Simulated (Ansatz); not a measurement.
FHSi (SMILES F[SiH]), charge 0, multiplicity 1, relaxed at each level with Ansatz (a first-principles code); harmonic frequencies from differences of analytic forces, average atomic masses, frozen cores.

```csv
mode,HF/def2-TZVPP (cm⁻¹),B3LYP/def2-TZVPP (cm⁻¹),PBE0/def2-TZVPP (cm⁻¹),wB97X-V/def2-TZVPP (cm⁻¹),MP2/cc-pV(T+d)Z (cm⁻¹),CCSD(T)/cc-pV(T+d)Z (cm⁻¹)
1,907,830,848,851,853,?
2,947,867,868,881,897,?
3,2093,1957,1970,2014,2050,?
```

Modes are in rising order at each level. What belongs in the gaps?


- 1, CCSD(T)/cc-pV(T+d)Z (cm⁻¹): 855
- 3, CCSD(T)/cc-pV(T+d)Z (cm⁻¹): 1999
- 2, CCSD(T)/cc-pV(T+d)Z (cm⁻¹): 883

Doubts at one or more of the structures used: a restricted determinant that unrestricted orbitals would lower (MP2/cc-pV(T+d)Z, CCSD(T)/cc-pV(T+d)Z).
